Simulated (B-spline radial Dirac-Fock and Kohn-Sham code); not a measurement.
Total conversion coefficients of As against transition energy

Method: a Dirac-Hartree-Slater potential of the neutral atom with a Latter tail (no hole, which puts coefficients of high multipoles low close above an edge), finite nucleus with surface currents. Computed with a radial B-spline solver. Subshells within 1 keV of threshold and pair formation are left out.

```
energy (keV)        E1        E2        E4        M1        M4        M5
          20      7.95       265  1.52e+06      9.18    793000  4.81e+07
        26.3      3.71       101    238000      4.09    151000  6.31e+06
        29.4      2.71      68.5    114000      2.94     78700  2.85e+06
        30.7      2.40      58.8     85700      2.59     61300  2.10e+06
        36.4      1.47      32.2     28500      1.58     23200    646000
        41.7     0.993      19.8     12100      1.06     10800    258000
          50     0.584      10.3      3970     0.630      3920     77600
        55.8     0.423      6.88      2060     0.461      2140     37900
         100    0.0746     0.793      72.7    0.0906      92.7       954
         107    0.0609     0.616      50.1    0.0754      65.0       630
         109    0.0576     0.575      45.2    0.0717      59.0       562
         112    0.0531     0.519      38.9    0.0666      51.2       477
         120    0.0432     0.401      26.7    0.0553      35.8       314
         158    0.0190     0.144      6.06    0.0267      8.78      60.9
         200   0.00948    0.0600      1.76    0.0145      2.73      15.6
         242   0.00545    0.0299     0.661   0.00894      1.09      5.38
         305   0.00283    0.0132     0.209   0.00505     0.374      1.54
         400   0.00136   0.00523    0.0582   0.00263     0.113     0.384
         443   0.00104   0.00375    0.0368   0.00207    0.0732     0.232
         500  0.000770   0.00257    0.0217   0.00157    0.0444     0.130
         557  0.000592   0.00185    0.0138   0.00123    0.0288    0.0789
         733  0.000317  0.000850   0.00475  0.000667    0.0101    0.0236
        1000  0.000168  0.000389   0.00163  0.000346   0.00339   0.00679
        1140  0.000131  0.000288   0.00109  0.000265   0.00221   0.00417
        1340  9.86e-05  0.000203  0.000679  0.000192   0.00133   0.00236
        2000  5.19e-05  9.24e-05  0.000241  9.04e-05  0.000422  0.000653
        2070  4.93e-05  8.68e-05  0.000222  8.49e-05  0.000385  0.000590
        2100  4.83e-05  8.45e-05  0.000215  8.28e-05  0.000371  0.000566
```

Task: How fast do they fall between 2000 and 2100 keV?

Result: As powers of the energy: E1 E^-1.49, E2 E^-1.82, E4 E^-2.37, M1 E^-1.80, M4 E^-2.67, M5 E^-2.95. Within one type (E or M) the higher multipoles fall faster.
